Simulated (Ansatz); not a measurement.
Program: Ansatz. Geometries: PBE0-D4/def2-TZVP. ΔE: electronic, gas phase. CBS: MP2 limit from def2 TZ/QZ plus the TZ coupled-cluster correction, frozen cores. DFT in def2-TZVPP. Each species was taken in one conformer, which may not be the lowest.

`[CH3][Al]1[CH2][SiH]1F` + `NCS[SiH3]` → `F[SiH]1[CH2][AlH]1` + `CNCS[SiH3]`  (redistribution)

```csv
level,ΔE (kJ/mol)
PBE0-D4,61.6
HF/def2-QZVPP,57.9
```

(1) What does CCSD(T)/CBS give? (Best estimate.)

Largest T1 diagnostic among the species: 0.013.

Results:

(1) Computed: +64.3 kJ/mol. The listed levels differ from it by -2.7, -6.4 kJ/mol.

The D4 term adds −4.4 kJ/mol with B3LYP and −2.3 kJ/mol with PBE0; it sums over pairs of atoms, weighted by their polarisabilities, and B3LYP, whose exchange is more repulsive, gets the larger term. In def2-TZVPP, CCSD(T) changes the Hartree–Fock value by +4.3 kJ/mol (the triples alone add −0.5 kJ/mol) and MP2 by +7.4 kJ/mol.

B3LYP here is the variant with VWN-RPA as its local correlation; programs differ in this.
